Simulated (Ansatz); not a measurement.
```xyz
7

O    -1.081    1.195    0.775
Cr   -0.353   -0.012    0.142
O    -1.242   -1.276    0.158
O     1.099   -0.370    1.037
O     0.053    0.410   -1.500
H     1.480    0.378    1.511
H     0.045   -0.325   -2.123
```

Total charge 0; spin multiplicity 1.

Q: List the B3LYP/def2-TZVPP orbital energies in eV (Ansatz 0.2.0). (An estimate is asked.)

A: Computed: Occupied: -5875.20, -678.04, -577.02, -577.01, -576.97, -522.29, -522.29, -521.89, -521.89, -83.05, -54.61, -54.41, -54.20, -27.91, -27.74, -26.22, -25.90, -14.78, -14.75, -12.74, -12.61, -12.17, -11.69, -11.58, -10.49, -10.32, -10.18, -9.41, -9.31. Lowest empty: -4.01, -3.90, -2.82, -1.90, -1.69, -0.43, 0.81, 2.00.

B3LYP here is the variant with VWN-RPA as its local correlation; programs differ in this.
